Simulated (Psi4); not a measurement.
**How methods differ on BSiH3Cl2O (SMILES [SiH3]OB(Cl)Cl)**

The species is BSiH3Cl2O (8 atoms), meant as a singlet with charge 0. As SMILES, `[SiH3]OB(Cl)Cl`. The shape was relaxed beforehand at PBE0/def2-TZVP.

Each level gives the dipole moment (D). The values are calculated.

| level | kind | program | value (D) |
| --- | --- | --- | --- |
| PBE-D4/def2-TZVPP (density fitting) | GGA | Psi4 | 1.67 |
| r2SCAN-D4/def2-TZVPP (density fitting) | meta-GGA | Psi4 | 1.70 |
| B3LYP-D4/def2-TZVPP (density fitting) | global hybrid | Psi4 | 1.72 |
| PBE0-D4/def2-TZVPP (density fitting) | global hybrid | Psi4 | 1.74 |
| wB97M-V/def2-TZVPP (density fitting) | range-separated hybrid | Psi4 | 1.70 |

The values span 1.67 to 1.74 D. Magnitudes only.
